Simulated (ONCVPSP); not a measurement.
## Pt: one change to an ONCV potential, before and after

```
Element                 : platinum
Generator               : ONCVPSP 4.0.1
Type                    : optimised norm-conserving Vanderbilt (ONCV)
Functional              : PBEsol
Relativity              : scalar-relativistic
Frozen core             : [Kr] 4d10 4f14
Valence charge          : 18
Reference configuration : 5s2 5p6 5d9 6s1
Partial waves           : 5s+6s: rc 1.55 bohr, ncon 3, nbas 6, qcut 6.9 1/bohr, 2 projectors; 5p: rc 1.10 bohr, ncon 4, nbas 8, qcut 6.1 1/bohr, 2 projectors, debl 1.2 Ha; 5d: rc 2.25 bohr, ncon 4, nbas 8, qcut 6.3 1/bohr, 2 projectors, debl 0.7 Ha; f scattering state at 0.23 Ha: rc 1.75 bohr, ncon 4, nbas 8, qcut 6.7 1/bohr, 3 projectors, debl 0.6 Ha
Local potential         : polynomial inside 0.80 bohr (lpopt 4, dvloc0 3 Ha)
Core correction         : Teter function, parameters optimised by the program
```

In the p channel the program set the typed energies aside and used -2.059, 0.250 Ha.

All-electron outer shells of the reference configuration (PBEsol, scalar-relativistic, ld1.x):

```json
{"shell": "5s", "level (eV)": "-101.88", "outermost node (bohr)": "0.49", "outermost maximum (bohr)": "0.87"}
{"shell": "4f", "level (eV)": "-70.14", "outermost node (bohr)": "–", "outermost maximum (bohr)": "0.38"}
{"shell": "5p", "level (eV)": "-56.04", "outermost node (bohr)": "0.53", "outermost maximum (bohr)": "0.98"}
{"shell": "5d", "level (eV)": "-6.17", "outermost node (bohr)": "0.57", "outermost maximum (bohr)": "1.26"}
{"shell": "6s", "level (eV)": "-5.70", "outermost node (bohr)": "1.14", "outermost maximum (bohr)": "2.38"}
```

Change: local potential polynomial inside 0.70 bohr (lpopt 5, dvloc0 2 Ha).

Cutoffs: the cutoffs (Ha) at which the residual kinetic energy of the hardest occupied pseudo-wave falls to 1 and 0.1 mHa per electron; they do not see the model core or the augmentation charge, which bear on the density cutoff. Errors are all-electron minus pseudo energies relative to the spin-unpolarised reference configuration.

Question: How do hardness, ghosts and transferability respond?

Answer: The potential gets neither clearly harder nor softer (156 Ha and 180 Ha → 156 Ha and 180 Ha); the bound ghosts move from f to f, s; the lowest positive-energy flag moves from s at 54.7 eV to p at 99.0 eV; the errors of the 4 common tests hardly move; the range in which the s phases agree widens (upper end 1.4 → at the end of the scan); the range in which the p phases agree narrows (upper end at the end of the scan → 3.5). In the separable form a ghost depends on how the local part lies against the semilocal potential of the channel, so the choice of the local part can create or remove one.

| quantity | base | changed |
| --- | --- | --- |
| cutoff, loose | 156 Ha | 156 Ha |
| cutoff, tight | 180 Ha | 180 Ha |
| bound ghosts | f | s, f |
| GHOST(+) flags under 300 eV | s at 54.7 eV, d at 238.5 eV | p at 99.0 eV, d at 100.7 eV |
| error for 5s2 5p6 5d9 6s0, meV [ΔE 9.23 eV] | -3.9 | -4.0 |
| error for 5s2 5p6 5d8 6s0, meV [ΔE 29.22 eV] | -6.1 | -6.1 |
| error for 5s2 5p6 5d7 6s0, meV [ΔE 61.47 eV] | +6.7 | +6.9 |
| error for 5s2 5p6 5d8 6s1, meV [ΔE 11.20 eV] | +3.3 | +3.2 |
| s: phases at 1.58 bohr within 0.05 rad from the reference energy up to (Ha; the scan ends near 5) | 1.4 | to the end of the scan |
| p: phases at 1.11 bohr within 0.05 rad from the reference energy up to (Ha; the scan ends near 5) | to the end of the scan | 3.5 |
| d: phases at 2.28 bohr within 0.05 rad from the reference energy up to (Ha; the scan ends near 5) | to the end of the scan | n/a |
| f: phases at 1.78 bohr within 0.05 rad from the reference energy up to (Ha; the scan ends near 5) | n/a | n/a |
| rms error of d²Exc/dni dnj with the model core, mHa | 0.53 | 0.53 |

 A true bound ghost makes a file unfit for plane-wave use even where its test errors are small: the radial tests pick states by their node count and pass the ghost by.
